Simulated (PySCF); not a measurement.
Estimate the missing entries of this data sheet.

Species: C₃H₆FOSi (doublet state).
SMILES with atom numbers: `[F:1]/[C:2]=[CH:3]\[CH2:4][O:5][SiH3:6]` (hydrogens: H7 on C3; H8, H9 on C4; H10, H11, H12 on Si6)

Geometry (GFN2-xTB, Å), atoms numbered from 1 in this order:
```
atom  x, y, z in Å
F1    -2.8387    1.5409   -1.0089
C2    -2.6977    0.2427   -0.8031
C3    -1.7659   -0.4373   -0.2087
C4    -0.4924    0.1527    0.3910
O5     0.6017   -0.5067   -0.1444
Si6    2.1896   -0.2205    0.0316
H7    -1.8363   -1.5104   -0.1462
H8    -0.5297    0.0047    1.4794
H9    -0.4466    1.2272    0.1817
H10    2.5906   -0.3921    1.4317
H11    2.6984   -1.2486   -0.8581
H12    2.5282    1.1465   -0.3719
```

```csv
property,level,value
point group of the GFN2-xTB geometry,GFN2-xTB,?
"rotational constants A, B, C of the GFN2-xTB geometry",GFN2-xTB,?
isotropic g value,"unrestricted B3LYP/pcH-1, mean-field spin–orbit",?
spin squared ⟨S²⟩,unrestricted B3LYP/pcH-1,?
largest isotropic hyperfine couplings (means over sets of like nuclei),"unrestricted B3LYP/pcH-1, mean-field spin–orbit","13C +556.2 (C2), 19F +388.8 (F1), 13C +67.7 (C3), 13C +53.4 (C4), 1H +43.9 (H7) MHz"
```

Gas-phase values; electronic properties from PySCF, density fitting. Geometry: GFN2-xTB, one conformer, isolated molecule. Hyperfine couplings depend on the geometry, which wasn't re-optimised at a DFT level. Couplings of like nuclei are plain means over topologically equivalent atoms, as if these changed places fast (by rotation of a methyl-like group, say); in this geometry the members of some sets differ.

**Question.** The spin squared ⟨S²⟩?

**Answer.** 0.759.

**Question.** The rotational constants A, B, C of the GFN2-xTB geometry?

**Answer.** 9.955, 1.051, 0.998 GHz.

**Question.** Give the point group of the GFN2-xTB geometry.

**Answer.** C1.

**Question.** What is the isotropic g value?

**Answer.** 2.00282.

At 9.50 GHz, hν = g·μB·B₀ (B₀ the magnetic field) puts the centre of the isotropic spectrum, to first order, at 338.9 mT. g_iso is shifted by about +500 ppm from the free-electron value 2.002319. The rotational constants make it an asymmetric top with κ = (2B − A − C)/(A − C) = -0.99, nearer the prolate limit (−1).
